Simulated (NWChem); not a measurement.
## Polarisability of silene (CH$_{4}$Si)

```
Si
C 1 1.7076
H 2 1.0937 1 122.09
H 2 1.0937 3 115.83 1 180.00
H 1 1.4855 2 122.73 3 180.00
H 1 1.4855 5 114.54 2 180.00
```
Charge 0, spin multiplicity 1.

Everything below was run with NWChem. Structure: optimised with PBE0/def2-SVP, a minimum by its harmonic frequencies.

Basis set: 6-31G*. Static limit. This basis has no diffuse functions, which lowers polarisabilities.

The correlated methods keep 6 core orbitals frozen. B3LYP has NWChem's definition, with VWN1-RPA local correlation. The Pople sets run with spherical d functions. Coupled-cluster values serve here as a point of comparison, not as the truth.

Task: For the isotropic polarisability, HF gives 36.31 bohr³ and CCSD linear response gives 34.58 bohr³. What do PBE, B3LYP, LDA (SVWN5) give?

Result: PBE: 35.64 bohr³; B3LYP: 35.50 bohr³; LDA (SVWN5): 35.72 bohr³.
